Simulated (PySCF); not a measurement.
Electronic absorption of Al(vinyl)3

Species: Al(vinyl)3, C₆H₉Al.
Z-matrix (Å and degrees, PBE0-D3(BJ)/def2-SVP geometry), rows numbered from 1:
```
Al
C   1  1.9517
C   2  1.3441  1  122.79
H   2  1.1006  1  121.37  3  -176.98
H   3  1.0974  2  122.01  1     2.04
H   3  1.0983  2  122.80  1  -177.54
C   1  1.9487  2  121.64  3   157.18
C   7  1.3439  1  121.53  2   174.48
H   7  1.1001  1  122.38  2    -4.59
H   8  1.0979  7  122.01  1     0.71
H   8  1.0983  7  122.99  1  -179.20
C   1  1.9527  2  118.83  3   -23.34
C  12  1.3441  1  122.27  2   -25.96
H  12  1.1007  1  121.99  2   156.43
H  13  1.0976 12  122.04  1     1.65
H  13  1.0983 12  122.82  1  -178.00
```

Level of theory: PySCF 2.14.0, density-fitted response routines, TDDFT wB97X-D/def2-SVPD, vertical, gas phase, core orbitals frozen in the response.

What does the calculation give for the low-lying excited states?

```
state  E (eV)  E (hartree)       f     main configurations (H = HOMO, L = LUMO)
   S1    5.09       0.1869  0.0008          H→L (45%), H-3→L (36%), H-2→L (10%)
   S2    5.14       0.1888  0.0002                     H-1→L (53%), H-2→L (32%)
   S3    5.90       0.2170   0.073                       H→L (48%), H-3→L (43%)
   S4    5.97       0.2195   0.385                     H-2→L (49%), H-1→L (39%)
   S5    6.15       0.2259  0.0014  H-1→L+1 (25%), H-2→L+1 (17%), H-1→L+2 (10%)
   S6    6.38       0.2344   0.018                                  H-4→L (96%)
   S7    6.78       0.2490  0.0043    H-3→L+1 (24%), H→L+1 (16%), H-1→L+3 (13%)
   S8    6.83       0.2510   0.013    H→L+3 (20%), H-3→L+3 (17%), H-1→L+1 (16%)
   S9    7.17       0.2633   0.072                   H→L+1 (46%), H-3→L+1 (19%)
  S10    7.19       0.2641   0.068  H-1→L+1 (31%), H-3→L+1 (11%), H-2→L+1 (10%)
  S11    7.35       0.2699   0.037                 H-2→L+2 (36%), H-1→L+2 (28%)
  S12    7.37       0.2709   0.106    H→L+2 (20%), H-3→L+1 (20%), H-2→L+2 (18%)
  S13    7.49       0.2754   0.077    H-2→L+1 (29%), H-1→L+2 (27%), H→L+2 (23%)
  S14    7.55       0.2776   0.112    H→L+2 (25%), H-1→L+3 (12%), H-3→L+2 (12%)
  S15    7.62       0.2801   0.038      H-5→L (28%), H→L+3 (12%), H-4→L+1 (11%)
```

Triplets, Tamm–Dancoff:

```csv
state,E (eV),λ (nm),"main configurations (H = HOMO, L = LUMO)"
T1,4.08,303.7,"H-2→L (26%), H-1→L (26%), H-4→L+3 (18%)"
T2,4.12,300.9,"H→L (32%), H-3→L (14%), H-4→L+1 (10%)"
T3,4.20,294.9,"H-4→L (38%), H→L+1 (13%), H-2→L+3 (8%)"
T4,4.69,264.3,"H-3→L (43%), H→L (31%), H-2→L (10%)"
```

The lowest singlet comes at 244 nm (491 kJ/mol) in the ultraviolet; it is very weak; its leading configuration is HOMO→LUMO (45%). The most intense listed level is S4 at 5.97 eV (208 nm, f = 0.385), 0.89 eV above S1. Löwdin shares by element: HOMO (one of a set within 0.03 eV) carbon 61% or more (atoms not listed hold the other 39%); LUMO carbon 35% or more, aluminium 30% (atoms not listed hold the other 34%). Orbital energies (eV): HOMO-3 -9.77, HOMO-2 -9.68, HOMO-1 -9.63, HOMO -9.60, LUMO 0.15, LUMO+1 1.43, LUMO+2 1.64. The listed states span 2.54 eV, and the widest gap between neighbours is 0.77 eV (S2 to S3). Weighted by f, the mean energy of these states is 6.71 eV. Singlets were solved by full linear response, triplets in the Tamm–Dancoff approximation.

The run took 59 s (grids of density and orbitals included) on Arm Neoverse V1, one thread, shared host with 64 logical CPUs at a one-minute load of 41, and the process peaked at 0.97 GiB of memory.

One conformer stands for the species.
